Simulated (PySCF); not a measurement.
## Kr (krypton, neutral): M06-L calculation

Configuration: [Kr], closed-shell 1S. Computed with PySCF 2.14 in 6-31G*, with the non-relativistic Hamiltonian (point nucleus).

- Total energy: -2753.329 hartree
- One-electron energy: -3829.485 hartree
- Hartree (Coulomb) energy: 1171.596 hartree
- Exchange-correlation energy: -95.440 hartree
- Kinetic energy: 2750.77559 hartree
- ⟨S²⟩: 0.0000
- ⟨L²⟩: 0.000
- Sum of ⟨r⟩: 26.19 bohr
- Sum of ⟨r²⟩: 39.13 bohr²
- Density at the nucleus (Gaussians lack the cusp): 30300 bohr⁻³
- Langevin diamagnetic susceptibility: -31.0 ×10⁻⁶ cm³/mol
- Time after the integrals: 0.87 s of wall time on 1 thread of Neoverse-N1 (shared host)

```csv
shell,electrons,mean orbital energy (eV),"rms radius, mean of both spins (bohr)"
1s,2,-13932.1,0.0491
2s,2,-1824.0,0.203
2p,6,-1646.2,0.179
3s,2,-263.08,0.577
3p,6,-198.91,0.587
3d,10,-84.936,0.615
4s,2,-22.882,1.73
4p,6,-9.477,2.10
```
